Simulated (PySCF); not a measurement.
**Polarisability and C₆ of Sm²⁺ (samarium, charge +2)**

[Xe] 4f6, high-spin 7F determinant. All numbers are calculated (PySCF 2.14, the spin-free X2C one-electron Hamiltonian (Gaussian nucleus), in x2c-TZVPPall with one added diffuse shell each of s, p, d, f type (12s8p8d5f2g, 129 functions)). Coupled (time-dependent) response in atomic units; α is the mean over directions.

```json
{"method": "BP86", "mean α (bohr³)": "10.20", "α xx, yy, zz": "9.787, 9.787, 11.04", "C₆ (like pair)": "54.75", "S(−4)": "193.4"}
```

S(−4) is the Cauchy moment in α(ω) = α(0) + S(−4) ω² + …

Spin-orbit coupling is absent.

α(iu) at BP86:

| u (hartree) | α(iu) (bohr³) |
| --- | --- |
| 0 | 10.20 |
| 0.0500 | 9.784 |
| 0.100 | 8.985 |
| 0.200 | 7.782 |
| 0.300 | 7.079 |
| 0.500 | 6.081 |
| 0.750 | 5.023 |
| 1.00 | 4.131 |
| 1.50 | 2.852 |
| 2.00 | 2.061 |
| 3.00 | 1.223 |
| 5.00 | 0.5973 |

For an ion, C₆ is the dispersion term alone; charge-induced terms of lower order in 1/R come first.

The components differ because the open shell of this determinant is not spherical; for a pure term their mean is the scalar polarisability.

Spin-orbit coupling, absent here, splits the open shell strongly.
